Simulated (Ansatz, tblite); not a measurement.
Removing and adding an electron: the cluster Cd3S4 (the lowest singlet isomer of a short search). Total charge 0; singlet. Geometry: PBE-D4/def2-SVP. Ansatz, gas phase; energy differences of separate SCF runs; the oxidised species was run as a doublet alone; the reduced species was run as a doublet alone.

Cartesian coordinates in Å:
```
Cd 0.542 -1.037 1.537
Cd -0.649 0.197 -1.809
Cd 0.259 2.027 0.656
S 1.460 0.973 2.419
S -1.017 2.491 -1.298
S -0.713 -2.582 0.204
S 0.117 -2.070 -1.709
```

In the def2 sets Cd takes a core potential; there is no spin–orbit coupling. The xTB rows come from tblite. HOMO above LUMO, or a gap near zero within one spin, warns that the state may not be the lowest or that an electron is smeared out. The structure comes from a short search, and lower isomers may exist.

(1) Estimate orbital energies and vertical ionisation energies and electron affinities at: GFN1-xTB; GFN2-xTB; PBE-D4/def2-TZVP; PBE-D4/def2-TZVPD; BLYP-D4/def2-TZVP; BLYP-D4/def2-TZVPD; PBE0-D4/def2-TZVP; PBE0-D4/def2-TZVPD.

## Answers

(1) 
```
             level  −HOMO (eV)  vertical IE (eV)  −LUMO (eV)  vertical EA (eV)  HOMO–LUMO gap (eV)  IE − EA (eV)                                                                   remarks
          GFN1-xTB        9.30             11.69        6.88              4.88                2.43          6.80                                                                         –
          GFN2-xTB       10.40             12.75        8.48              6.23                1.92          6.53                                                                         –
  PBE-D4/def2-TZVP        5.58              7.88        3.13                 –                2.45             –                                gap within one spin near zero (+1 doublet)
 PBE-D4/def2-TZVPD        5.62                 –        3.17              1.35                2.45             –  HOMO above zero (-1 doublet), gap within one spin near zero (-1 doublet)
 BLYP-D4/def2-TZVP        5.41              7.73        3.05                 –                2.36             –                                gap within one spin near zero (+1 doublet)
BLYP-D4/def2-TZVPD        5.47                 –        3.11              1.29                2.36             –  HOMO above zero (-1 doublet), gap within one spin near zero (-1 doublet)
 PBE0-D4/def2-TZVP        6.57              8.19        2.36                 –                4.21             –                                                                         –
PBE0-D4/def2-TZVPD        6.59                 –        2.40              1.15                4.19             –                                              HOMO above zero (-1 doublet)
```

Relaxing the reduced species (PBE-D4/def2-SVPD) changes its energy by -0.26 eV at PBE-D4/def2-TZVPD, so the adiabatic electron affinity to this nearest minimum is 1.61 eV. At PBE0-D4/def2-TZVPD it is 1.52 eV.     A HOMO above zero means that the electron is unbound at that level or that self-interaction error raises the level; the energy of removing that electron tells which. Raw xTB energy differences between charge states are shifted by several eV; the methods need an empirical correction for them.
